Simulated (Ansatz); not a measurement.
# Worked example: AlH(CH3)I + BH(CH3)(OH) → AlH(CH3)(OH) + BH(CH3)I

Gas-phase species: AlH(CH3)I, singlet; BH(CH3)(OH), singlet; AlH(CH3)(OH), singlet; BH(CH3)I, singlet. The partners trade I for OH: Al–I and B–OH bonds give way to Al–OH and B–I.

Shapes, held fixed at every level: PBE0-D4/def2-TZVP. Flexible molecules stand in one conformer, not always the lowest. Programs: Ansatz 0.2.0. Electronic energies: no zero-point or thermal term.

At CCSD(T)/def2-TZVPP; 1 Eh = 2625.50 kJ/mol:

| species | energy (Eh) |
| --- | --- |
| AlH(CH3)I | -579.636433 |
| BH(CH3)(OH) | -141.011734 |
| AlH(CH3)(OH) | -358.229839 |
| BH(CH3)I | -362.386138 |

Q: Work out ΔE of the reaction at this level.

A: 
1. Products less reactants: (-358.229839) + (-362.386138) − [(-579.636433) + (-141.011734)] = 0.032190 Eh = +84.5 kJ/mol.

Other levels give +85.8 (B2PLYP/def2-TZVPP) to +106.0 kJ/mol (MP2/def2-SVP). No measured value is set beside it here. For atoms past krypton def2 sets carry core potentials with scalar relativity. Outer-core shells of I are correlated, in sets that cover them unevenly.
